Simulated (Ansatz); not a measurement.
CH4N2Si (`C1=N[SiH2]N1`). Total charge 0; spin multiplicity 1.

```xyz
8

C     0.969   -0.432    0.418
N     1.061    0.858    0.383
Si   -0.553    0.813   -0.320
N    -0.182   -0.911   -0.194
H     1.708   -1.111    0.855
H    -1.659    1.271    0.555
H    -0.751    1.321   -1.699
H    -0.593   -1.808    0.001
```

(1) Give the diagnostics of a CCSD(T)/def2-TZVPP run (frozen core, Ansatz). (Estimate.)

## Answers

(1) Ansatz gave: T1 = 0.0149, largest single amplitude 0.029, largest double 0.044, (T) share of the correlation energy 4.5 %, 10 CCSD cycles. The RHF solution is stable towards an unrestricted one. T1 lies under the customary mark of 0.02 for closed shells.
